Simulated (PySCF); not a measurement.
Cl₃Tl, SMILES [Cl][Tl]([Cl])[Cl].

Geometry optimised at B3LYP-D3(BJ)/def2-SVP. The def2 effective core potentials stand for the cores of Tl; spin–orbit coupling is left out.

These are TDDFT-PBE/def2-SVPD (PySCF 2.14.0) values and carry that method's errors.

Vertical excitations; the highest root listed may be one member of a degenerate set. Isolated molecule, no solvent. State labels are in the subgroup C2v.

Computed excitation energies, oscillator strengths and character:
```csv
state,symmetry,energy (eV),λ (nm),f,main pairs
S1,B1,2.98,417,0.000,HOMO→LUMO 100 %
S2,B2,3.06,405,0.000,HOMO−3→LUMO (degenerate set)
S3,A2,3.06,405,0.000,HOMO−4→LUMO (degenerate set)
S4,B1,3.09,401,0.019,HOMO−1→LUMO (degenerate set)
S5,A1,3.09,401,0.019,HOMO−2→LUMO (degenerate set)
S6,B2,3.48,356,0.007,HOMO−5→LUMO 100 %
S7,B1,5.10,243,0.099,"HOMO−7→LUMO, HOMO−4→LUMO+1 (degenerate set)"
S8,A1,5.10,243,0.099,"HOMO−6→LUMO, HOMO−3→LUMO+1 (degenerate set)"
S9,A2,5.38,230,0.000,HOMO→LUMO+1 100 %
S10,A2,5.39,230,0.000,HOMO−1→LUMO+1 100 %
T1,B1,2.63,472,0,HOMO−1→LUMO (degenerate set)
T2,A1,2.63,472,0,HOMO−2→LUMO (degenerate set)
T3,B1,2.64,469,0,HOMO→LUMO 100 %
T4,B2,2.73,454,0,HOMO−3→LUMO 100 %
```
Triplets are in the Tamm–Dancoff approximation, which puts them higher than full response would, so one can lie above its singlet here.
